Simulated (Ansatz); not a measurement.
Consider the ligand exchange at the Si–N bond: `C=C[SiH2]N[SiH2]O` + `C[NH][GeH3]` → `C[N]([GeH3])[SiH2]O` + `C=C[SiH2]N`.

Gas-phase electronic energies from Ansatz, PBE0-D4/def2-TZVP geometries. CBS: MP2 limit from def2 TZ/QZ plus the TZ coupled-cluster correction, frozen cores. DFT in def2-TZVPP. For Ge outer-core shells are correlated without core-valence functions, which leaves a few kJ/mol of doubt a bond. Scalar relativity is left out up to krypton. One conformer a species, not always the lowest.

```json
{"level": "PBE-D4", "ΔE (kcal/mol)": "-0.4"}
{"level": "PBE0-D4", "ΔE (kcal/mol)": "-0.1"}
{"level": "B2PLYP", "ΔE (kcal/mol)": "-0.4"}
{"level": "PBE", "ΔE (kcal/mol)": "-0.5"}
{"level": "CCSD/def2-TZVPP", "ΔE (kcal/mol)": "-0.4"}
{"level": "CCSD(T)/def2-TZVPP", "ΔE (kcal/mol)": "-0.6"}
{"level": "MP2/def2-QZVPP", "ΔE (kcal/mol)": "-0.7"}
{"level": "CCSD/CBS(def2)", "ΔE (kcal/mol)": "-0.1"}
```

Problem. What does CCSD(T)/CBS give? (Estimate.)

Solution. The calculation gave: -0.3 kcal/mol. The listed levels differ from it by -0.1, 0.2, -0.1, -0.2, -0.1, -0.3, -0.4, 0.2 kcal/mol.

Largest T1 diagnostic among the species: 0.012.

In def2-TZVPP, CCSD(T) changes the Hartree–Fock value by −1.4 kcal/mol (the triples alone add −0.2 kcal/mol) and MP2 by −1.6 kcal/mol.
